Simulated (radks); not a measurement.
Ionisation of the dysprosium ion Dy2+, [Xe] 4f10, to [Xe] 4f9 as the strength of local exchange is varied. Calculated with a radial shooting solver on a logarithmic mesh with Libxc functionals: Dirac Kohn-Sham, Slater X-alpha exchange (alpha = 2/3 is LDA exchange), no correlation, spin-unpolarised, spherical densities, point nucleus; open shells fill j = l - 1/2 first.

| alpha | E(Dy2+) (hartree) | exchange (hartree) | IE (eV) | -e of the level emptied (eV) | <r> of it (bohr) |
|---|---|---|---|---|---|
| 0.576 | -12119.2498 | -214.9314 | 21.323 | 13.270 (4f7/2) | 0.9071 |
| 0.667 | -12153.2580 | -249.6491 | 23.685 | 15.266 (4f7/2) | 0.8819 |
| 0.681 | -12158.4993 | -255.0083 | 24.061 | 15.588 (4f7/2) | 0.8784 |
| 0.794 | -12200.8930 | -298.4400 | 27.207 | 18.323 (4f7/2) | 0.8518 |
| 0.909 | -12244.1999 | -342.9594 | 30.609 | 21.339 (4f7/2) | 0.8282 |
| 0.947 | -12258.5460 | -357.7406 | 31.776 | 22.384 (4f7/2) | 0.8210 |

NIST Atomic Spectra Database: 22.89 eV (semi-empirical). The Delta-SCF value meets it near alpha = 0.64. Spin polarisation and multiplet splitting are left out, so open shells lie too high by an amount that depends on their filling.

Beside tabulated values, note that spin-unpolarised runs miss the spin-polarisation part of the exchange energy of open shells.
